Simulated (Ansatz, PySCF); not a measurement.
Species: B₂H₄, charge 0, multiplicity 1. SMILES: BB
Coordinates optimised at B3LYP-D3(BJ)/def2-TZVP (Ansatz, a quantum-chemistry and plane-wave program):
```
B
H 1 1.1966
H 1 1.1966 2 115.74
B 1 1.6266 2 122.13 3 -180.00
H 4 1.1966 1 122.13 2 90.00
H 4 1.1966 5 115.74 1 180.00
```

Wanted: atomisation energy (electronic, to ground-state atoms), in eV. Correlated levels leave the core frozen unless marked. Open shells are spin-unrestricted. Spin-orbit coupling is left out. Non-relativistic. The coupled-cluster limit lacks core correlation, which all-electron functionals hold. Basis-set limits of correlation are two-point, X^-3; Hartree-Fock from the larger set. [CCSD(T)-MP2]/basis is that difference in the basis named.

| level | program | atomisation energy (eV) | minus last row |
|---|---|---|---|
| HF/def2-QZVPP | Ansatz | 16.02 | -3.40 |
| BLYP-D4/def2-TZVPD | Ansatz + dftd4 | 19.66 | 0.24 |
| BLYP/def2-TZVPD | Ansatz | 19.55 | 0.13 |
| BHLYP-D3(BJ)/def2-TZVPD | Ansatz + dftd3 | 19.72 | 0.30 |
| BHLYP/def2-TZVPD | Ansatz | 19.64 | 0.22 |
| TPSSh-D3(BJ)/def2-TZVPD | PySCF + dftd3 | 20.06 | 0.64 |
| PW6B95-D4/def2-TZVPD | PySCF + dftd4 | 19.73 | 0.31 |
| B2PLYP-D4/def2-TZVPD | Ansatz + dftd4 | 19.56 | 0.14 |
| RI-MP2/def2-TZVPP | Ansatz | 19.18 | -0.24 |
| SCS-MP2/cc-pVTZ | Ansatz | 19.28 | -0.14 |
| SCS-MP2/def2-TZVPPD | Ansatz | 19.33 | -0.09 |
| CCSD(T) with core electrons/cc-pwCVTZ | Ansatz | 19.21 | -0.21 |
| RI-MP2/CBS(def2-TZVPPD,def2-QZVPPD)+[CCSD(T)-MP2]/def2-TZVPPD | Ansatz | 19.44 | 0.02 |
| RI-MP2/CBS(def2-TZVPPD,def2-QZVPPD)+[CCSD(T)-MP2]/def2-QZVPPD | Ansatz | 19.43 | 0.01 |
| CCSD(T)/CBS(def2-TZVPPD,def2-QZVPPD) | Ansatz | 19.42 | 0.00 |
